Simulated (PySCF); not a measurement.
C6H5F, SMILES C(#CC(F)=C=C)C.

The structure is a stationary point at B3LYP-D3(BJ)/def2-SVP. The structure was generated by enumeration, and PubChem lists no compound with its InChIKey, so it may never have been made.

All values below come from TDA-M06-2X/def2-SVPD run with PySCF.

Vertical excitations. Isolated molecule, no solvent.

```
state  energy (eV)  λ (nm)      f                                                                main pairs
-----  -----------  ------  -----  ------------------------------------------------------------------------
S1            4.30     288  0.000                                                            HOMO→LUMO 93 %
S2            5.48     226  0.000                                                        HOMO−1→LUMO+1 75 %
S3            5.83     213  0.188                                        HOMO→LUMO+1 61 %, HOMO−1→LUMO 26 %
S4            6.34     195  0.000  HOMO→LUMO+2 32 %, HOMO→LUMO+5 26 %, HOMO−3→LUMO 15 %, HOMO−1→LUMO+1 12 %
S5            6.40     194  0.001                      HOMO→LUMO+2 56 %, HOMO→LUMO+5 12 %, HOMO−3→LUMO 10 %
S6            6.49     191  0.000                                                        HOMO−2→LUMO+1 84 %
S7            7.09     175  0.000                                                          HOMO→LUMO+3 88 %
S8            7.24     171  1.079                    HOMO−1→LUMO 51 %, HOMO→LUMO+1 23 %, HOMO−1→LUMO+2 14 %
S9            7.53     165  0.376                                                        HOMO−1→LUMO+2 70 %
S10           7.65     162  0.002                                        HOMO−3→LUMO 59 %, HOMO→LUMO+5 30 %
T1            3.84     323      0                                                          HOMO→LUMO+1 91 %
T2            4.09     303      0                                                            HOMO→LUMO 93 %
T3            4.73     262      0                                        HOMO−1→LUMO 51 %, HOMO−2→LUMO 35 %
T4            5.43     228      0                                                        HOMO−1→LUMO+1 86 %
```
Triplets are in the Tamm–Dancoff approximation.
